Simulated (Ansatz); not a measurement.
Cost and result for the atomization energy of `C[CH](Cl)[GeH3]` (11 atoms, 10 bonds).

Z-matrix (Å, degrees):
```
C
C 1 1.511
H 1 1.094 2 109.8
H 1 1.092 2 111.1 3 -119.7
H 1 1.092 2 111.3 3 119.8
Cl 2 1.797 1 110.3 3 177.5
Ge 2 1.974 1 113.6 3 -61.4
H 2 1.091 1 110.7 3 61.5
H 7 1.541 2 108.9 1 59.7
H 7 1.534 2 109.7 1 179.9
H 7 1.535 2 108.3 1 -59.4
```

Charge 0, multiplicity 1. Correlated methods include outer-core shells of Ge, which these sets cover unevenly. Scalar relativity is left out up to krypton. All single points use the PBE0-D4/def2-TZVP geometry. Program: Ansatz. All runs use 4 threads of an Arm Neoverse V2 on a shared host. Times are those of one run each, without the atoms' runs, and a repeat can differ threefold. Electronic energies, without spin–orbit coupling; frozen cores. CCSD(T)/CBS adds CCSD(T) − MP2 in def2-TZVPP to the MP2 limit, and its time is that of the two runs behind it. T1 = 0.010. With those shells the extrapolation isn't a true limit. B3LYP takes the VWN-RPA correlation (the form of Gaussian; ORCA's B3LYP/G).

CCSD(T)/CBS is a level of theory with its own doubt, some kJ/mol a heavy atom from the limit and from the frozen cores, so smaller differences don't rank the functionals.

```tsv
level	functions	wall time	atomization (kJ/mol)	difference from CCSD(T)/CBS	per bond
PBE-D4/def2-TZVPP (with forces)	250	2.3 s	3670.1	22.7	2.3
PBE0-D4/def2-TZVPP	250	2.9 s	3637.7	-9.7	-1.0
r2SCAN-D4/def2-TZVPP (with forces)	250	4.5 s	3644.9	-2.5	-0.2
B3LYP-D4/def2-TZVPP (with forces)	250	4.5 s	3621.3	-26.1	-2.6
B2PLYP/def2-TZVPP	250	4.9 s	3587.2	-60.2	-6.0
ωB97X-V/def2-TZVPP	250	7.5 s	3650.4	3.0	0.3
ωB97M-V/def2-TZVPP (with forces)	250	11 s	3634.7	-12.7	-1.3
MP2/def2-QZVPP	483	23 s	3630.3	-17.1	-1.7
CCSD(T)/def2-TZVPP	250	2.4 min	3571.2	-76.2	-7.6
CCSD(T)/CBS(def2)	–	2.8 min	3647.4	0.0	0.0
```

In def2-TZVPP, CCSD(T) changes the Hartree–Fock value by +870.6 kJ/mol (the triples alone add +46.4 kJ/mol) and MP2 by +885.6 kJ/mol; breaking electron pairs costs correlation energy, which Hartree–Fock lacks. The D4 term adds +37.8 kJ/mol with B3LYP and +19.7 kJ/mol with PBE0; it sums over pairs of atoms, weighted by their polarisabilities, and B3LYP, whose exchange is more repulsive, gets the larger term. From PBE to PBE0 (25 % exact exchange), in def2-TZVPP and without D4, the atomization energy moves by −28.8 kJ/mol: exact exchange takes away binding that semilocal exchange gives to molecules.
